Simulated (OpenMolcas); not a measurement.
Ni2+ (d8) among equal point charges was computed by CASSCF with the d shell active (OpenMolcas, ANO-RCC-VDZP on the metal). Its lowest spin-free states, and all those of the highest spin:

```tsv
2S+1	Degeneracy	E (cm-1)
3	2	0.0
3	1	1701
3	1	2266
3	2	3696
3	1	4124
1	1	14202
1	2	16950
3	1	18150
1	1	18431
1	1	19155
1	1	19488
1	1	21182
3	2	26619
```

**Question.** Is the site octahedral, tetrahedral or cube-like, axial, or of lower symmetry?

**Answer.** The states with 2S+1 = 3 have orbital degeneracies 2, 1, 1, 2, 1, 1, 2. There are pairs but no triples, so the site is axial: not cubic, but with a proper or improper axis of order three or more. The run had Ni2+ among 4 point charges of -2 e arranged as a square (D4h), 2.27 Å from the ion.

An orbital doublet at a regular site is open to a Jahn-Teller distortion, which this geometry leaves out. Without dynamic correlation the repulsion within the d shell is too large (B by tens of per cent), so at a given field states of lower spin stand too high. The ground term spreads over less than 5000 cm-1, several times less than with real ligands, so orbital moments are less quenched and χT lies further from the spin-only value than at real sites. Point charges carry no covalency, so the field is a model and not that of real ligands. No measured value stands beside these numbers.
